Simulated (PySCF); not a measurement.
Orbital gap (eV) of eight silicon and germanium compounds: PBE beside HF, computed with PySCF for isolated molecules in the bases named; differences from unrounded values. The eight are the first of their class met in an unordered collection, after screening for sound electronic states; none was chosen by its value. Each molecule has one DFT geometry for both levels.

```json
[
 {"molecule": "CH3ClOSi, SMILES O=C[SiH2]Cl", "basis": "def2-TZVPD", "HF": "12.60"},
 {"molecule": "Si(Cl)2(F)(GeH3) (Cl₂FGeH₃Si), SMILES F[Si](Cl)(Cl)[GeH3]", "basis": "def2-TZVP", "HF": "14.49"},
 {"molecule": "Si(H)2(Me)(OAc) (C3H8O2Si), SMILES CC(O[SiH2]C)=O", "basis": "def2-TZVP", "HF": "15.62"},
 {"molecule": "C3H11NSi, SMILES CC(C)N[SiH3]", "basis": "def2-TZVP", "HF": "13.35"},
 {"molecule": "C2H3ClF2O2Si, SMILES CC(=O)O[Si](F)(F)Cl", "basis": "def2-TZVP", "HF": "16.42"},
 {"molecule": "C2H7ClOSi, SMILES C[C@@H](O)[SiH2]Cl", "basis": "def2-TZVP", "HF": "14.16"},
 {"molecule": "dichloro(silyloxy)silane (Cl₂H₄OSi₂), SMILES [SiH3]O[SiH](Cl)Cl", "basis": "def2-TZVP", "HF": "15.58"},
 {"molecule": "C₄H₉NSi, SMILES C1[SiH](CC=C1)N", "basis": "def2-TZVP", "HF": "12.79"}
]
```

Problem. Estimate the PBE values and say how PBE differs from HF over the set. (Estimate from the structure and the level; the computed values follow.)

Solution. 
```csv
molecule,PBE,difference
"CH3ClOSi, SMILES O=C[SiH2]Cl",2.78,-9.83
"Si(Cl)2(F)(GeH3) (Cl₂FGeH₃Si), SMILES F[Si](Cl)(Cl)[GeH3]",6.25,-8.25
"Si(H)2(Me)(OAc) (C3H8O2Si), SMILES CC(O[SiH2]C)=O",5.31,-10.31
"C3H11NSi, SMILES CC(C)N[SiH3]",5.09,-8.27
"C2H3ClF2O2Si, SMILES CC(=O)O[Si](F)(F)Cl",5.29,-11.13
"C2H7ClOSi, SMILES C[C@@H](O)[SiH2]Cl",5.35,-8.80
"dichloro(silyloxy)silane (Cl₂H₄OSi₂), SMILES [SiH3]O[SiH](Cl)Cl",6.64,-8.94
"C₄H₉NSi, SMILES C1[SiH](CC=C1)N",5.22,-7.57
```
PBE lies below HF in 8 and above it in 0 of the eight; the mean signed difference is -9.14 and the largest -11.13 eV.
